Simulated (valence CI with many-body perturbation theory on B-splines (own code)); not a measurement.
Values are calculated unless marked as measured or tabulated.
**Sensitivity of CI+MBPT for Cs XXIII**

Method: configuration interaction combined with many-body perturbation theory (CI+MBPT): five valence electrons over a frozen Dirac-Fock core [Ar] 3d10, a basis of 6 s, 6 p, 5 d, 3 f, 1 g functions for each j, with the one-electron correlation potential Σ1 (screened to all orders), the two-electron term Σ2, the three-electron term Σ3, Breit, model QED; selected single and double excitations, second order for the rest, scaled by the run's own slope (own B-spline code, finite nucleus).

No measured levels were compared; by estimate levels hold to about 250 cm⁻¹ or 0.2 % of their energy and the worst to 1 %, as in measured heavy ions of charge 2 to 7; those with d or f electrons hold less well. Among the levels kept, up to 670 cm⁻¹ of a level comes from second order outside the variational space, and about a tenth of that is noise between levels of different J, which matters for small intervals.

The reference run has the lowest level (4s^2 4p1/2^2 4p3/2) J=3/2 and an ionisation energy of 701.909 eV. Its largest variational space holds 9995 state functions.

Levels are named by their leading jj configuration (3d3/2^4 stands for four electrons in 3d with j = 3/2), which in mixed levels can hold well under half, so a name can repeat and another be missing. Letters in brackets count levels of one name in rising energy.

Changed runs:
A. factor on the speed of light 1 → 10; QED terms on → off; scale of Σ2 1 → 0
B. highest l in the core sums 6 → 5
C. correlating orbitals by l 3 3 3 2 1 → 2 4 2 3 0; size limit of the variational space 10000 → 1500
D. closed core [Ar] 3d10 → [Ar] 3d10 4s1 (bad on purpose)

Excitation energies of the reference run in cm⁻¹, and shifts in cm⁻¹:

```csv
Level,Reference,A,B,C
(4s^2 4p1/2 4p3/2^2) J=3/2,121358,-70685,+10,-90
(4s^2 4p1/2 4p3/2^2) J=5/2,147646,-96945,+10,+167
(4s^2 4p1/2 4p3/2^2) J=1/2,182022,-97710,+8.7,+277
(4s^2 4p3/2^3) J=3/2,305377,-221027,+19,+140
(4s 4p1/2^2 4p3/2^2) J=5/2,540956,-142856,+51,-185
(4s 4p1/2^2 4p3/2^2) J=3/2,605103,-206284,+42,-73
(4s 4p1/2^2 4p3/2^2) J=1/2,611263,-212021,+51,+20
(4s 4p1/2 4p3/2^3) J=3/2 [a],688105,-210561,+34,-85
(4s 4p1/2 4p3/2^3) J=5/2,724091,-246522,+48,+29
(4s^2 4p1/2^2 4d3/2) J=3/2,726153,,-56,+635
(4s^2 4p1/2^2 4d5/2) J=5/2,765362,-56368,-76,+620
(4s 4p1/2 4p3/2^3) J=1/2,766143,,+38,+70
Ionisation energy (eV),701.909,+1.175,+0.010,-0.082
```

A blank means that the level has no clear partner in that run.

Run D: It gave no result: the perturbation theory needs a core of closed shells. The program said: "the core must hold closed shells only".
